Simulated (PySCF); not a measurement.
MoBr2: from structure and modes to constants

These are results of PySCF, UPBE0, basis Mo def2-SVP with ECP28, Br def2-SVP (scalar-relativistic core potentials, no spin–orbit coupling, density fitting), not measurements.

The quintet minimum has C2v symmetry. Masses (u): Mo 97.90541, Br 78.91834.

```xyz
3
charge 0 multiplicity 5, angstrom
Mo   -0.4301    0.4301    0.0000
Br    0.2668   -0.2668    2.2099
Br    0.2668   -0.2668   -2.2099
```

Harmonic wavenumbers (cm⁻¹): 44.5 (a1, ×1), 245.2 (a1, ×1), 313.5 (b2, ×1).

What is the harmonic zero-point energy?

Half the sum of all 3 wavenumbers, 603/2 = 302 cm⁻¹, which is 3.6 kJ/mol (1 cm⁻¹ = 0.0119627 kJ/mol).

Find the vibrational entropy and heat capacity at 298.15 K.

With u = 1.43878 ω/T, each mode gives S = R[u/(eᵘ−1) − ln(1−e⁻ᵘ)] and C = R u² eᵘ/(eᵘ−1)².
```csv
ω (cm⁻¹),u,S (J/(mol K)),C (J/(mol K))
44.5,0.215,21.13,8.28
245.2,1.183,7.38,7.41
313.5,1.513,5.62,6.89
```
The sums over all modes are S = 34.1 and C = 22.6 J/(mol K); the softest mode gives 62 % of the entropy.

Other isomers or separated fragments may lie lower. With open d or f shells other occupations or spin states may lie lower.
